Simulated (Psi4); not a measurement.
Here is a job for Psi4.
```
memory 2 GB

molecule mol {
0 3
  Si   -0.006391   -0.001951    0.085235
  H     0.045667    1.283842   -0.567511
  H     0.144219   -3.765703   -2.047825
}

set basis def2-svp
set reference uhf
set stability_analysis check
set scf_type pk

energy('scf')
print_variables()
```

### Question
What does this run give for the nuclear repulsion energy, <S^2>?

### Answer

- nuclear repulsion energy = 6.9463 Eh
- <S^2> = 2.024

These values belong to the state on which the SCF converged, which isn't shown to be the lowest.
